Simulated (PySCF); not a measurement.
TiCl4, SMILES [Cl][Ti]([Cl])([Cl])[Cl], multiplicity 1. Geometry: PBE0-D3(BJ)/def2-SVP. The multiplicity is an assumed one; no other spin state was optimised. The isomer is the one that the SMILES or the coordinates give; other isomers of the formula were not compared.

These are PBE0-D3(BJ)/def2-SVP (PySCF) values and carry that method's errors.

Harmonic wavenumbers (cm⁻¹): 116, 116, 134, 134, 134, 391, 512, 512, 512. Rotational constants (GHz): 1.153, 1.153, 1.153; symmetry number 3.

Work out the zero-point energy and the ideal-gas rigid-rotor harmonic-oscillator thermochemistry at 298.15 K and 1 atm.

ZPE = ½ Σ hcν = ½ × 2563 cm⁻¹ = 15.33 kJ/mol. H − E(el) = 36.76 kJ/mol. Entropy in J/(mol K): translation 174.16, rotation 115.25, vibration 74.71, total 364.13. G − E(el) = -71.81 kJ/mol. Cp = 95.13 J/(mol K). Modes under 150 cm⁻¹ make the vibrational entropy uncertain.
